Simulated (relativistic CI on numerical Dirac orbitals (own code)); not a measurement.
Tm²⁺ (4f13) in a crystal field

Calculated by Dirac-Coulomb-Breit CI, separate exchange-only KLI orbitals for each configuration, model QED, valence Slater integrals scaled by 0.7, one configuration in a parametric crystal field (own radial code).

Field parameters in Wybourne normalisation; cubic f-shell fields have B⁴₄ = √(5/14) B⁴₀ and B⁶₄ = −√(7/2) B⁶₀. The field is a parameter set, without covalency.

S is read from ⟨S²⟩ = S(S + 1).

Powder χT (cm³ K mol⁻¹) by Van Vleck's formula, with temperature-independent terms:

| Field | 2 K | 5 K | 10 K | 20 K | 50 K | 100 K | 200 K | 300 K |
| --- | --- | --- | --- | --- | --- | --- | --- | --- |
| C2v, B20 = -310, B22 = 90, B40 = -570, B42 = 150, B44 = 340, B60 = -120, B62 = -170, B64 = 60, B66 = 340 cm⁻¹ | 1.01 | 1.05 | 1.13 | 1.27 | 1.69 | 2.13 | 2.42 | 2.5 |
| D3h, B20 = 440, B40 = 180, B60 = -170, B66 = 180 cm⁻¹ | 1.43 | 1.55 | 1.75 | 2.05 | 2.33 | 2.45 | 2.53 | 2.55 |
| D4h, B20 = -390, B40 = 140, B44 = 580, B60 = 200, B64 = 490 cm⁻¹ | 2.01 | 2.1 | 2.19 | 2.22 | 2.23 | 2.31 | 2.44 | 2.5 |
| Oh, B40 = -300, B60 = 450 cm⁻¹ | 1.14 | 1.17 | 1.21 | 1.3 | 1.56 | 1.98 | 2.36 | 2.47 |
| Oh, B40 = 630, B60 = 160 cm⁻¹ | 0.7 | 0.749 | 0.83 | 0.993 | 1.47 | 2.04 | 2.42 | 2.51 |
| Oh, B40 = -720, B60 = 70 cm⁻¹ | 1.14 | 1.16 | 1.21 | 1.31 | 1.6 | 2.01 | 2.39 | 2.49 |

**Question.** For Oh, B40 = -300, B60 = 450 cm⁻¹: what effective moment follows at 300 K?

**Answer.** μ_eff = √(8χT) = 4.45 μB. The LS value g√(J(J + 1)) of the free ion's ²F°7/2 level is 4.54 μB.
